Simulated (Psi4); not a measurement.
C2H7O, charge +1, singlet, geometry from GFN2-xTB, with bond 8-3 at 1.3 times its length; TPSS/STO-3G run with Psi4.

The Psi4 input:
```
memory 2 GB

molecule mol {
1 1
C    -0.002231    1.216252   -0.237157
O     0.062536   -0.002934    0.545532
C     0.018553   -1.212997   -0.252606
H     0.037133    2.060339    0.449885
H     0.874227    1.243769   -0.883843
H    -0.908753    1.263320   -0.841643
H     0.072429   -2.064957    0.423650
H    -1.158791   -1.284342   -1.039281
H     0.895283   -1.217288   -0.899494
H    -0.681439   -0.013357    1.183507
}

set {
  basis sto-3g
  reference rks
  scf_type direct
}

energy('tpss')
print_variables()
```

The log (banner, timings and long lists left out):

```
   => Loading Basis Set <=

    Name: STO-3G
    Role: ORBITAL
    Keyword: BASIS

         ---------------------------------------------------------
                                   SCF
               by Justin Turney, Rob Parrish, Andy Simmonett
                          and Daniel G. A. Smith
                              RKS Reference
         ---------------------------------------------------------

  ==> Geometry <==

    Molecular point group: c1
    Full point group: C1

    Geometry (in Angstrom), charge = 1, multiplicity = 1:

       Center              X                  Y                   Z               Mass
    ------------   -----------------  -----------------  -----------------  -----------------
         C           -0.009019650469     1.216687348621    -0.263273776238    12.000000000000
         O            0.055747349531    -0.002498651379     0.519415223762    15.994914619570
         C            0.011764349531    -1.212561651379    -0.278722776238    12.000000000000
         H            0.030344349531     2.060774348621     0.423768223762     1.007825032230
         H            0.867438349531     1.244204348621    -0.909959776238     1.007825032230
         H           -0.915541650469     1.263755348621    -0.867759776238     1.007825032230
         H            0.065640349531    -2.064521651379     0.397533223762     1.007825032230
         H           -1.165579650469    -1.283906651379    -1.065397776238     1.007825032230
         H            0.888494349531    -1.216852651379    -0.925610776238     1.007825032230
         H           -0.688227650469    -0.012921651379     1.157390223762     1.007825032230

  Running in c1 symmetry.

  Rotational constants: A =      1.07600  B =      0.30867  C =      0.27331 [cm^-1]
  Rotational constants: A =  32257.63394  B =   9253.62746  C =   8193.66695 [MHz]
  Nuclear repulsion =   90.119072689465156

  Charge       = 1
  Multiplicity = 1
  Electrons    = 26
  Nalpha       = 13
  Nbeta        = 13

  ==> Algorithm <==

  SCF Algorithm Type is DIRECT.
  DIIS enabled.
  MOM disabled.
  Fractional occupation disabled.
  Guess Type is SAD.
  Energy threshold   = 1.00e-06
  Density threshold  = 1.00e-06
  Integral threshold = 1.00e-12

  ==> Primary Basis <==

  Basis Set: STO-3G
    Blend: STO-3G
    Number of shells: 16
    Number of basis functions: 22
    Number of Cartesian functions: 22
    Spherical Harmonics?: true
    Max angular momentum: 1

  ==> DFT Potential <==

   => LibXC <=

    Version 7.1.2
    S. Lehtola, C. Steigemann, M. J. T. Oliveira, and M. A. L. Marques,  SoftwareX 7, 1–5 (2018) (10.1016/j.softx.2017.11.002)

   => Composite Functional: TPSS <=

    TPSS Meta-GGA XC Functional

    J. Tao, et al., Phys. Rev. Lett., 91, 146401, 2003

    Deriv               =              1
    GGA                 =           TRUE
    Meta                =           TRUE

    Exchange Hybrid     =          FALSE
    MP2 Hybrid          =          FALSE

   => Exchange Functionals <=

    1.0000   XC_MGGA_X_TPSS

   => Correlation Functionals <=

    1.0000   XC_MGGA_C_TPSS

   => LibXC Density Thresholds  <==

    XC_MGGA_C_TPSS:  1.00E-15
    XC_MGGA_X_TPSS:  1.00E-15

   => Molecular Quadrature <=

    Radial Scheme          =       TREUTLER
    Pruning Scheme         =           NONE
    Nuclear Scheme         =       TREUTLER

    Blocking Scheme        =         OCTREE
    BS radius alpha        =              1
    Pruning alpha          =              1
    Radial Points          =             75
    Spherical Points       =            302
    Total Points           =         214358
    Total Blocks           =           1654
    Max Points             =            256
    Max Functions          =             22
    Weights Tolerance      =       1.00E-15

   => Loading Basis Set <=

    Name: (STO-3G AUX)
    Role: JKFIT
    Keyword: DF_BASIS_SCF

  Starting with a DF guess...

  ==> Integral Setup <==

[...]
    Spherical Harmonics?: true
    Max angular momentum: 4

  Minimum eigenvalue in the overlap matrix is 2.3227919669E-01.
  Reciprocal condition number of the overlap matrix is 9.8600568611E-02.
    Using symmetric orthogonalization.

  ==> Pre-Iterations <==

  SCF Guess: Superposition of Atomic Densities via on-the-fly atomic UHF (no occupation information).

   -------------------------
    Irrep   Nso     Nmo
   -------------------------
     A         22      22
   -------------------------
    Total      22      22
   -------------------------

  ==> Iterations <==

                           Total Energy        Delta E     RMS |[F,P]|

   @DF-RKS iter SAD:  -152.01063518509645   -1.52011e+02   0.00000e+00
   @DF-RKS iter   1:  -153.33041631952557   -1.31978e+00   1.65171e-02 DIIS/ADIIS
   @DF-RKS iter   2:  -153.30259209351794    2.78242e-02   1.88383e-02 DIIS/ADIIS
   @DF-RKS iter   3:  -153.41762670999969   -1.15035e-01   1.39105e-03 DIIS/ADIIS
   @DF-RKS iter   4:  -153.41817866569505   -5.51956e-04   3.89931e-04 DIIS/ADIIS
   @DF-RKS iter   5:  -153.41822300474547   -4.43391e-05   6.18130e-05 DIIS
   @DF-RKS iter   6:  -153.41822416747286   -1.16273e-06   2.80562e-05 DIIS
   @DF-RKS iter   7:  -153.41822441836106   -2.50888e-07   1.57134e-06 DIIS
   @DF-RKS iter   8:  -153.41822441933076   -9.69692e-10   1.23933e-07 DIIS

  DF guess converged.

  ==> DirectJK: Integral-Direct J/K Matrices <==

    J tasked:                  Yes
    K tasked:                   No
    wK tasked:                  No
    Integrals threads:           1
    Screening Type:           CSAM
    Screening Cutoff:        1E-12
    Incremental Fock:           No

   @RKS iter   9:  -153.41715570293900   -1.53417e+02   6.79851e-06 DIIS
   @RKS iter  10:  -153.41715570462432   -1.68532e-09   3.32488e-06 DIIS
   @RKS iter  11:  -153.41715570693006   -2.30574e-09   2.15178e-06 DIIS
   @RKS iter  12:  -153.41715570853950   -1.60944e-09   2.41235e-07 DIIS
  Energy and wave function converged.

  ==> Post-Iterations <==

   Electrons on quadrature grid:
      Ntotal   =   26.0000207914 ; deviation = 2.079e-05

    Orbital Energies [Eh]
    ---------------------

    Doubly Occupied:

[...]
      13A     -0.486188

    Virtual:

[...]
    Final Occupation by Irrep:
              A
    DOCC [    13 ]
    NA   [    13 ]
    NB   [    13 ]

  @RKS Final Energy:  -153.41715570853950

   => Energetics <=

    Nuclear Repulsion Energy =             90.1190726894651561
    One-Electron Energy =                -378.3350973295020481
    Two-Electron Energy =                 156.4129522726471464
    DFT Exchange-Correlation Energy =     -21.6140833411497510
    Empirical Dispersion Energy =           0.0000000000000000
    VV10 Nonlocal Energy =                  0.0000000000000000
    Total Energy =                       -153.4171557085394966

Computation Completed

Properties will be evaluated at   0.000000,   0.000000,   0.000000 [a0]

Properties computed using the SCF density matrix

 Multipole Moments:

 ------------------------------------------------------------------------------------
     Multipole            Electronic (a.u.)      Nuclear  (a.u.)        Total (a.u.)
 ------------------------------------------------------------------------------------

 L = 1.  Multiply by 2.5417464519 to convert [e a0] to [Debye]
 Dipole X            :          0.2602807           -0.8597962           -0.5995155
 Dipole Y            :          0.0091990           -0.0088885            0.0003105
 Dipole Z            :          1.8862287           -1.6756087            0.2106200
 Magnitude           :                                                    0.6354366

 ------------------------------------------------------------------------------------

  Variable Map:
  ----------------------------------------------------------------------------
[...]
  Array Variable Map:
  ----------------------------------------------------------------------------
[...]
[...]
```
